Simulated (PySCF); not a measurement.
# C2H7N2Si2: g tensor and hyperfine couplings

Compound: C2H7N2Si2 (doublet state).
Z-matrix (Å and degrees, GFN2-xTB geometry), rows numbered from 1:
```
C 
C   1  1.2080
Si  2  1.8308  1  170.17
N   3  1.7309  2  109.70  1  -111.36
Si  4  1.7260  3  128.91  2  -161.68
N   5  1.7241  4  104.60  3  -159.97
H   1  1.0522  2  176.64  3  -179.26
H   3  1.4569  2  114.90  1   122.75
H   4  1.0077  3  115.41  2    11.17
H   5  1.4659  4  113.65  3    86.11
H   5  1.4697  4  105.60  3   -35.63
H   6  1.0077  5  118.01  4    52.41
H   6  1.0061  5  117.42  4  -173.18
```

The hyperfine couplings belong to this conformer and change with its torsions.

Identity: `C#C[SiH]N[SiH2]N` [radical].

Computed with UKS B3LYP, pcH-1 on C H N Si, non-relativistic, mean-field spin-orbit, GIAO in PySCF 2.14.0. Geometry: GFN2-xTB, one conformer, isolated molecule. Couplings are sensitive to structure, and on GFN2-xTB geometries they can be far from those on DFT ones, by a factor of two or more for some ions and for spin on atoms past the first row. No stability test was run, so a lower SCF solution isn't excluded.

| Item | Value |
| --- | --- |
| g1, g2, g3 | 2.00208, 2.00228, 2.00310 |
| g_iso | 2.00249 |
| Form of g | rhombic: the two nearest values differ by 19 % of g3 − g1 |
| ⟨S²⟩ | 0.7537 (exact 0.7500) |

Hyperfine couplings atom by atom, in 10⁻⁴ cm⁻¹; T1 to T3 are the principal values of the dipolar part; ρ(0) is the spin density at the nucleus (1 × 10⁻⁴ cm⁻¹ = 2.998 MHz):

```json
{"atom": "C1", "isotope": "13C", "a_iso": "5.0", "of which spin–orbit": "0.0", "T1": "-4.1", "T2": "-3.7", "T3": "7.8", "Mulliken spin population": "0.16", "ρ(0) (bohr⁻³)": "0.0133"}
{"atom": "C2", "isotope": "13C", "a_iso": "11.4", "of which spin–orbit": "0.0", "T1": "-3.1", "T2": "-0.3", "T3": "3.4", "Mulliken spin population": "-0.07", "ρ(0) (bohr⁻³)": "0.0303"}
{"atom": "Si3", "isotope": "29Si", "a_iso": "-189.3", "of which spin–orbit": "0.3", "T1": "-46.8", "T2": "23.0", "T3": "23.8", "Mulliken spin population": "0.77", "ρ(0) (bohr⁻³)": "0.6398"}
{"atom": "N4", "isotope": "14N", "a_iso": "6.0", "of which spin–orbit": "0.0", "T1": "-2.2", "T2": "-2.1", "T3": "4.3", "Mulliken spin population": "0.10", "ρ(0) (bohr⁻³)": "0.0560"}
{"atom": "Si5", "isotope": "29Si", "a_iso": "1.1", "of which spin–orbit": "0.0", "T1": "-0.4", "T2": "0.1", "T3": "0.3", "Mulliken spin population": "0.00", "ρ(0) (bohr⁻³)": "-0.0037"}
{"atom": "N6", "isotope": "14N", "a_iso": "-0.1", "of which spin–orbit": "0.0", "T1": "-0.1", "T2": "0.0", "T3": "0.1", "Mulliken spin population": "0.00", "ρ(0) (bohr⁻³)": "-0.0008"}
{"atom": "H7", "isotope": "1H", "a_iso": "-3.9", "of which spin–orbit": "0.0", "T1": "-2.1", "T2": "-0.2", "T3": "2.4", "Mulliken spin population": "-0.01", "ρ(0) (bohr⁻³)": "-0.0026"}
{"atom": "H8", "isotope": "1H", "a_iso": "35.7", "of which spin–orbit": "0.0", "T1": "-2.6", "T2": "0.0", "T3": "2.6", "Mulliken spin population": "0.05", "ρ(0) (bohr⁻³)": "0.0240"}
{"atom": "H9", "isotope": "1H", "a_iso": "-1.3", "of which spin–orbit": "0.0", "T1": "-2.7", "T2": "-0.8", "T3": "3.5", "Mulliken spin population": "0.00", "ρ(0) (bohr⁻³)": "-0.0008"}
{"atom": "H10", "isotope": "1H", "a_iso": "1.5", "of which spin–orbit": "0.0", "T1": "-0.4", "T2": "-0.3", "T3": "0.7", "Mulliken spin population": "0.00", "ρ(0) (bohr⁻³)": "0.0010"}
{"atom": "H11", "isotope": "1H", "a_iso": "-0.1", "of which spin–orbit": "0.0", "T1": "-0.7", "T2": "-0.5", "T3": "1.1", "Mulliken spin population": "0.00", "ρ(0) (bohr⁻³)": "-0.0001"}
{"atom": "H12", "isotope": "1H", "a_iso": "0.0", "of which spin–orbit": "0.0", "T1": "-0.3", "T2": "-0.2", "T3": "0.6", "Mulliken spin population": "0.00", "ρ(0) (bohr⁻³)": "0.0000"}
{"atom": "H13", "isotope": "1H", "a_iso": "-0.2", "of which spin–orbit": "0.0", "T1": "-0.2", "T2": "-0.2", "T3": "0.4", "Mulliken spin population": "0.00", "ρ(0) (bohr⁻³)": "-0.0001"}
```

The largest Mulliken spin populations are on Si3 (+0.77), C1 (+0.16), N4 (+0.10) and C2 (-0.07). The positive populations add up to 1.09 and the negative ones to -0.09, together 2S = 1. The angles at Si3 add up to 335.6°, so it is pyramidal.

Under fast tumbling the dipolar parts average out, and these isotropic splittings remain: 1 × 1H (H8, I = 1/2, 2 lines) with 3.82 mT, 1 × 14N (N4, I = 1, 3 lines) with 0.65 mT, 1 × 1H (H7, I = 1/2, 2 lines) with 0.41 mT, 1 × 1H (H9, I = 1/2, 2 lines) with 0.13 mT and 2 × 1H (H10/H11, I = 1/2, 3 lines) with 0.07 mT.

Nuclei that the bonding pattern makes equivalent are averaged, as if the motion that swaps them (rotation, inversion, ring flip) were fast.

The 13C coupling of C2 (34.1 MHz) shows only in satellite lines or after enrichment, since that isotope makes up about 1.07 % of natural carbon.

The 29Si coupling of Si3 (-567.6 MHz) shows only in satellite lines or after enrichment, since that isotope makes up about 4.7 % of natural silicon.

Examples of negative spin density at the nucleus (bohr⁻³): Si5 (-0.0037) and H7 (-0.0026).
